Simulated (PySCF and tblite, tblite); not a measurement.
One step of a conformer study of C3H10Si2, numbered as in [CH3:1][SiH2:2]/[CH:3]=[CH:4]/[SiH3:5]: GFN2-xTB geometry optimisation, gas phase (tblite 0.8.0); conformer with 126°.

Torsions listed: C1–Si2–C3–C4. Of a mirror pair one member is shown.

Input:

```
{"job": {"xc": "GFN2-xTB", "basis": "xTB", "kind": "relax"}, "charge": 0, "multiplicity": 1}
C     -2.387400     1.083600    -0.155400
Si    -1.641600    -0.593800    -0.088900
C      0.184900    -0.548500    -0.407000
C      1.127200    -0.212800     0.472200
Si     2.936700    -0.169800     0.169700
H     -3.477500     1.039600     0.034300
H     -2.251600     1.545400    -1.142800
H     -1.947600     1.759100     0.595400
H     -2.267000    -1.483600    -1.087400
H     -1.871100    -1.193400     1.266000
H      0.423900    -0.814200    -1.434600
H      0.871900     0.039000     1.505400
H      3.211900    -0.451300    -1.258200
H      3.626200    -1.178200     1.004200
H      3.456700     1.186800     0.505000
```

Launched as:

```sh
OMP_NUM_THREADS=1 python ens_run.py task.json out
```

Output (atoms count from 0 there):

```
step      E/eV     max force
  0    -406.00219    1.847
  1    -406.09732    0.652
  2    -406.11813    0.410
  3    -406.13097    0.329
  4    -406.14078    0.275
  5    -406.14882    0.211
  6    -406.15221    0.132
  7    -406.15389    0.100
  8    -406.15517    0.094
  9    -406.15637    0.073
 10    -406.15708    0.067
 11    -406.15743    0.045
 12    -406.15764    0.042
 13    -406.15782    0.031
 14    -406.15782    0.031
 15    -406.15790    0.025
 16    -406.15799    0.022
 17    -406.15805    0.026
 18    -406.15814    0.025
 19    -406.15822    0.022
 20    -406.15827    0.018
 21    -406.15831    0.021
 22    -406.15837    0.026
 23    -406.15842    0.020
...
149    -406.17108    0.043
150    -406.17118    0.035
151    -406.17138    0.028
152    -406.17145    0.028
153    -406.17151    0.017
154    -406.17155    0.014
155    -406.17157    0.015
156    -406.17162    0.015
157    -406.17165    0.014
158    -406.17167    0.011
159    -406.17168    0.010
160    -406.17169    0.014
161    -406.17171    0.013
162    -406.17172    0.008
163    -406.17173    0.006
164    -406.17174    0.006
165    -406.17174    0.006
166    -406.17175    0.009
167    -406.17176    0.012
168    -406.17179    0.013
169    -406.17182    0.011
170    -406.17184    0.011
171    -406.17185    0.010
172    -406.17187    0.010
173    -406.17189    0.013
174    -406.17191    0.011
175    -406.17192    0.007
176    -406.17193    0.007
177    -406.17194    0.007
178    -406.17195    0.007
179    -406.17196    0.006
180    -406.17196    0.005
181    -406.17197    0.006
182    -406.17198    0.009
183    -406.17199    0.008
184    -406.17199    0.007
185    -406.17200    0.006
186    -406.17201    0.006
187    -406.17202    0.007
188    -406.17203    0.008
189    -406.17205    0.008
190    -406.17206    0.007
191    -406.17207    0.009
192    -406.17209    0.010
193    -406.17210    0.010
194    -406.17211    0.008
195    -406.17212    0.006
196    -406.17212    0.005
197    -406.17212    0.005
198    -406.17213    0.008
199    -406.17214    0.008
200    -406.17214    0.006
201    -406.17215    0.004
202    -406.17215    0.004
```
